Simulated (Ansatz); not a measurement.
Ideal-gas functions of `OP1O[SiH2]1` at 298.15 K and 1 bar, from an Ansatz frequency run at PBE0-D4/def2-TZVP.

Molar mass 94.08 g/mol, point group C1 (symmetry number 1), electronic degeneracy 1, moments of inertia 43.781, 161.706, 170.518 u Å². Harmonic wavenumbers (cm⁻¹, unscaled): 144, 311, 341, 410, 576, 585, 786, 835, 851, 923, 996, 1235, 1603, 1996, 3796.

Use S(trans) = R[1.5 ln M + 2.5 ln T − 1.1517]; rotational temperatures θ = 24.2544 K / I; S(rot) = R[ln(√π/σ · √(T³/θAθBθC)) + 1.5]; for each mode x = 1.438777 ν̃/T, S = R[x/(eˣ − 1) − ln(1 − e⁻ˣ)] and H = RT x/(eˣ − 1); 1 cm⁻¹ = 0.0119627 kJ/mol; R = 8.31446 J/(mol·K).

By hand: the entropy, in J/(mol·K).

Translation 165.5. Rotation: θ = 0.554, 0.15, 0.1422 K, giving 106.7. Vibration, mode by mode: 11.51, 5.68, 5.05, 3.88, 2.06, 1.99, 0.92, 0.76, 0.71, 0.53, 0.40, 0.15, 0.03, 0.01, 0.00, in all 33.7. Electronic 0.0. Sum 305.9 J/(mol·K).

By hand: H − E and G − E in kJ/mol, counted from the electronic energy.

Zero-point energy ½ × 15388 × 0.0119627 = 92.0; thermal vibration 6.3; translation, rotation and pV give 4 RT = 9.9. H − E = 108.2 kJ/mol, and G − E = 108.2 − 298.15 × 305.9/1000 = 17.0 kJ/mol.

Vibration gives 11 % of the entropy, 11.5 J/(mol·K) of it from the mode under 150 cm⁻¹: soft modes count most, and the harmonic formula is weakest for them. The sum counts one conformer and one mirror image; others add a mixing term.
